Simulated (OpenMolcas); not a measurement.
Fe²⁺: effect of the basis set

* Program: OpenMolcas
* Method: SS-CASPT2, IPEA 0.25 Eh, imaginary shift 0.1 Eh (closed shells correlated: 3s 3p)
* Active space: 6 electrons in 5 orbitals (3d)
* State averaging: 2S+1 = 5 even, 5 roots; 2S+1 = 3 even, 45 roots; 2S+1 = 1 even, 50 roots
* Spin-orbit coupling: RASSI with atomic mean-field integrals over the reference wave functions, term energies averaged over their components

A. ANO-R1 [5s4p2d1f], X2C, finite nucleus; CASPT2 step roughly 7 core-seconds
B. ANO-RCC-VTZP [6s5p3d2f1g], DKH2, point nucleus; CASPT2 step of the order of 20 core-seconds
C. ANO-L-VTZP [6s5p3d2f1g], non-relativistic, point nucleus; CASPT2 step of the order of 21 core-seconds
D. ANO-R2 [6s5p4d2f1g], X2C, finite nucleus; CASPT2 step about 30 core-seconds
E. ANO-RCC-VQZP [7s6p4d3f2g1h], DKH2, point nucleus; CASPT2 step about 40 core-seconds
F. ANO-R3 [7s5p5d3f2g1h], X2C, finite nucleus; CASPT2 step about 60 core-seconds

Energies in cm-1 above 3d6 5D4, the measured ground level; measured values from Corliss and Sugar, J. Phys. Chem. Ref. Data 11, 135 (1982).

```tsv
Level	A	B	C	D	E	F	Measured
3d6 5D4	0.0	0.0	0.0	0.0	0.0	0.0	0.0
3d6 5D3	442	438	445	438	434	438	436
3d6 5D2	752	745	757	745	739	745	739
3d6 5D1	952	943	958	942	935	942	932
3d6 5D0	1050	1040	1056	1039	1031	1039	1027
3d6 3P2(1)	19260	19420	19420	19070	18920	18780	19405
3d6 3P1(1)	20540	20690	20720	20350	20190	20060	20688
3d6 3H6	21000	20310	20480	20180	19830	19760	20051
3d6 3P0(1)	21090	21230	21260	20890	20730	20600	21208
3d6 3H5	21220	20530	20700	20400	20040	19980	20301
3d6 3H4	21380	20690	20860	20560	20200	20130	20482
3d6 3F4(1)	21970	21670	21800	21410	21170	21040	21462
3d6 3F3(1)	22180	21890	22020	21630	21390	21260	21700
3d6 3F2(1)	22330	22040	22180	21780	21540	21410	21857
3d6 3G5	25830	24880	25050	24690	24420	24290	24559
3d6 3G4	26200	25250	25430	25070	24790	24660	24941
3d6 3G3	26390	25440	25620	25250	24970	24850	25142
3d6 1I6	31930	30850	31090	30650	30090	30030	30356
3d6 1G4(1)	32240	31630	31860	31340	30910	30790	30886
3d6 3D1	32330	31130	31360	30840	30620	30490	30726
3d6 3D2	32340	31150	31370	30860	30630	30500	30716
3d6 3D3	32480	31280	31510	30990	30760	30640	30858
3d6 1S0(1)	35780	35360	35540	34820	34580	34380	34812
3d6 1D2(1)	37440	36900	37060	36490	36220	36040	35804
```

Deviations, from unrounded energies. A percentage is the sum of absolute deviations over the sum of measured energies, with the sign that they share, or ± where signs differ.

```tsv
Against measurement	Levels	A	B	C	D	E	F
mean absolute deviation (cm-1)	23	820	280	410	160	210	290
fine structure of the ground term (%)	4	+1.9	+1.0	+2.6	+0.9	±0.3	+1.0
other terms of the ground configuration (%)	19	±3.9	+1.3	+1.9	±0.8	±1.0	±1.4
```

D lies closest to measurement on these levels and A furthest from it. The largest miss of D in the table is 3d6 1D2(1), by +690 cm-1. The ranking rests on the paired levels alone, and a cruder setting can come out closer through cancelling errors.

The two smallest mean deviations differ by little beside CASPT2's spread within terms, so their order carries little weight.

Among A to F the level of the table that moves most is 3d6 1I6, by 1900 cm-1 (lowest in F, highest in A). Moves below CASPT2's spread within the term are not significant.

CASPT2 breaks the degeneracy within a term, and the mean is taken; among the terms shown or strongly mixed into the levels shown the widest spread is 340 cm-1 (3d6 1G(1), E). The CASPT2 spread within a term exceeds the gap to the next term for 3d6 1I and 3d6 1G(1), so the order of their levels is uncertain (figures for A; the like holds for E, F). Some levels mix across a computed gap that differs much from the measured one, so their mixing is not that of the real levels (holds for A). Measured partners are found by configuration, term and J. A level has none where our copy of the source lacks it or the pairing is in doubt (some pairs that miss far off the trend of their configuration count as doubtful), and it then counts in no deviation. Only configurations of the active space appear. Levels that lie high or do not pair safely by name in every column are left out.

A number in round brackets counts repeated terms of one configuration in the order of the reference energies.
